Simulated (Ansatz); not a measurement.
Basis-set extrapolation for C₂H₄FSi, SMILES `[CH]=C[SiH2]F` radical (PBE0-D4/def2-TZVP geometry, frozen core, Ansatz). Multiplicity 2, UHF reference.

```
                      def2-TZVPP   def2-QZVPP
                 HF  -466.510290  -466.527834
    MP2 correlation    -0.646453    -0.699437
CCSD(T) correlation    -0.715500      not run
```

Energies in hartree. Use E(X) = E(∞) + A·exp(−7.88·√X) for Hartree–Fock and E(X) = E(∞) + B·X^(−2.97) for correlation, with X = 3 and 4, and add CCSD(T) minus MP2 of the smaller set to the MP2 limit.

Question: What is the CCSD(T) energy at the basis-set limit?

Answer: HF limit: -466.527834 + (-0.017544) × 0.13774 = -466.53025. MP2 limit: -0.699437 + (-0.052984) × 0.74074 = -0.73868. Higher-order term: -0.715500 − (-0.646453) = -0.06905. Total: -467.33798 hartree, 294.6 kJ/mol below CCSD(T)/def2-TZVPP.

The UHF reference is spin-contaminated (⟨S²⟩ = 0.92, T1 = 0.030).
